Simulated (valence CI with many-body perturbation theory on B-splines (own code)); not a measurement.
Questions on Ti17+

Method: configuration interaction combined with many-body perturbation theory (CI+MBPT): three valence electrons over a frozen Dirac-Fock core [He], radial functions for each j: 9 s, 9 p, 8 d, 6 f, 3 g, 1 h, with the one-electron correlation potential Σ1 (screened to all orders), the two-electron term Σ2, the three-electron term Σ3, Breit, model QED; selected single and double excitations, second order for the rest, scaled by the run's own slope (own B-spline code, finite nucleus).

No measured levels were compared; by estimate levels of excited configurations hold to 0.05 to 0.15 % of their energy, terms of the ground configuration to about 0.5 %.

Names give the largest LS component (configuration and term), which can be under half, so a name can repeat, a term be missing and a line seem to break the LS rules; names also repeat where a configuration has a term twice.

Rates and lifetimes use the calculated energies. Strong lines usually hold to 10 to 20 %, long lifetimes can be off by a factor of two.

Task: What is the ground level?

Result: 2s2.2p 2P°_1/2, composition 98 % 2s2.2p 2P° + 2 % 2p3 2P°, g = 0.662.

Task: How well does LS coupling describe the low levels?

Result: Among the lowest 20 levels the leading LS term, summed over configurations, holds 94 % on average. For single configurations the figures are 92 % in LS and 77 % in jj coupling. Terms mix most in the J = 1/2 level at 83.58 eV, where the leading one holds 53 %.

Task: Name the longest-lived excited levels whose lifetime is computed, and their main decay.

Result: 2s2.2p 2P°_3/2 at 6.97 eV lives 624 μs, mostly by M1 to 2s2.2p 2P°_1/2; 2s.2p2 4P_3/2 at 41.28 eV lives 340 ns, mostly by E1 to 2s2.2p 2P°_3/2; 2s.2p2 4P_5/2 at 44.68 eV lives 65.8 ns, mostly by E1 to 2s2.2p 2P°_3/2.

Task: Among levels below 774.62 eV, which E1 lines absorb most strongly from the ground level?

Result: to 2s2.3d 2D_3/2 at 1.721 nm, f = 0.662; to 2s.2p.3p 2P_1/2 at 1.674 nm, f = 0.103; to 2s.2p.3p 2D_3/2 at 1.656 nm, f = 0.101.

Task: How is the term 2P° of the ground level split?

Result: J = 1/2 at 0.00, J = 3/2 at 6.97 eV.
